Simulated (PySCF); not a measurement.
These 2 structures share the formula C3H5BOSe. Computed with PBE0-D3(BJ)/def2-SVP geometry optimisation, gas phase in PySCF. One conformer each; no zero-point energy, no entropy. No frequencies were run at this level. Point groups hold within 0.08 Å.

Problem. Order them by energy at this level, lowest first, and give relative energies in kcal/mol.
A. `[BH:1]1[CH:2]=[CH:3][Se:4][CH2:5][O:6]1` with O6–B1–C2–C3 25°, C2–C3–Se4–C5 -19°, C3–Se4–C5–O6 52°, Se4–C5–O6–B1 -54°
B. `[BH2:1][O:2][C@@H:3]1[CH:4]=[CH:5][Se:6]1` with H–B1–O2–C3 1° and -179°, B1–O2–C3–C4 43°

Solution. A (0.0), B (33.2).

As drawn, the higher has a four-membered ring, which the lower lacks.

```json
{"SMILES": "B1C=C[Se]CO1", "E (Eh)": "-2617.98596", "E rel (kcal/mol)": "0.0", "dipole (D)": "1.56", "point group": "C1", "A, B, C (MHz)": "4393, 2227, 1555"}
{"SMILES": "BO[C@@H]1C=C[Se]1", "E (Eh)": "-2617.93311", "E rel (kcal/mol)": "33.2", "dipole (D)": "1.72", "point group": "C1", "A, B, C (MHz)": "4368, 1924, 1564"}
```
